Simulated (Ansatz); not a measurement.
Basis-set series for ClH₃O₃SW (`[OH][W]([OH])([OH])(=[S])[Cl]`). Total charge 0; spin multiplicity 1. W: def2 effective core potential. The structure was optimised at the PBE0-D4/def2-TZVP level. It is one conformer, not always the lowest.

| functional | basis | functions | energy (Eh) | HOMO (eV) | LUMO (eV) |
| --- | --- | --- | --- | --- | --- |
| PBE0-D4 | def2-TZVPP | 275 | -1152.79554 | -8.06 | -2.90 |
| PBE0-D4 | def2-QZVPP | 482 | -1152.83473 | -8.09 | -2.95 |
| ωB97M-V | def2-TZVPP | 275 | -1153.11904 | -10.20 | -0.93 |
| ωB97M-V | def2-QZVPP | 482 | -1153.15640 | -10.24 | -1.01 |

Q: Give the rows for def2-SVP. (Estimate.)

A: Computed: 
| functional | basis | functions | energy (Eh) | HOMO (eV) | LUMO (eV) |
| --- | --- | --- | --- | --- | --- |
| PBE0-D4 | def2-SVP | 125 | -1152.19267 | -8.04 | -2.86 |
| ωB97M-V | def2-SVP | 125 | -1152.51190 | -10.15 | -0.84 |
